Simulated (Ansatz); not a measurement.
Basis sets compared for GaH2(vinyl) (C₂H₅Ga). The state is a singlet with charge 0. Geometry B3LYP-D4/def2-TZVP. Ansatz on 4 threads of Arm Neoverse V2 on a shared host; times are rough, and most runs start from earlier orbitals.

```csv
atom,x (Å),y (Å),z (Å)
Ga1,-1.111,-0.554,-0.847
H2,-1.298,-1.513,-2.075
H3,-2.342,0.138,-0.154
C4,0.660,-0.161,-0.106
C5,0.805,0.660,0.936
H6,1.558,-0.605,-0.532
H7,-0.046,1.138,1.411
H8,1.775,0.896,1.368
```

The 6-31G sets use Cartesian d functions.

Binding counts from free atoms (Ga doublet, H doublet, C triplet) in the same basis, without a counterpoise term.

```csv
level,functions,energy (Eh),HOMO (eV),LUMO (eV),binding per atom (eV),wall time
HF/6-31G,57,-2001.4898,-10.27,1.12,2.54,0.3 s
PBE-D4/def2-SVP,85,-2003.3114,-6.72,-2.53,3.56,0.55 s
PBE0-D4/def2-SVP,85,-2003.3667,-8.00,-1.70,3.53,0.8 s
```

Problem. Estimate the rows for HF/def2-TZVP, PBE-D4/def2-TZVP, PBE0-D4/def2-TZVP.

Solution. 
```csv
level,functions,energy (Eh),HOMO (eV),LUMO (eV),binding per atom (eV),wall time
HF/def2-TZVP,140,-2001.8795,-10.36,1.19,2.63,0.7 s
PBE-D4/def2-TZVP,140,-2003.6477,-6.77,-2.59,3.55,0.95 s
PBE0-D4/def2-TZVP,140,-2003.6993,-8.02,-1.74,3.51,1.3 s
```
